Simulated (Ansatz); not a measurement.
Molecule: GeF (charge +1, singlet). 
Geometry from a B3LYP-D3(BJ)/def2-TZVP (Ansatz, a first-principles code) optimisation:
```
F
Ge 1 1.6872
```
Charge +1, spin multiplicity 1.

Basis-set convergence of Hartree-Fock and CCSD(T) correlation energies (hartree) with Ansatz. Valence correlation only, unless marked. No spin-orbit coupling. Frozen are the shells of the preceding noble gas and the d and f shells that filled before the atom's block. No relativistic terms.

```csv
basis,functions,E(HF),"E(corr, CCSD(T))",rough core time
cc-pVDZ,41,-2174.51544,-0.26497,under 20 s
cc-pVTZ,73,-2174.62817,-0.33881,under 20 s
cc-pVQZ,123,-2174.64161,-0.36513,under 20 s
cc-pV5Z,195,-2174.64424,-0.37515,23 s
```

Extrapolating the two largest sets (X = 4 and 5) as X^-3: E(corr) = (125·(-0.37515) - 64·(-0.36513))/61 = -0.3857 Eh, an estimate of the basis-set limit. The largest set recovers 97.3 % of it, the smallest 68.7 %.
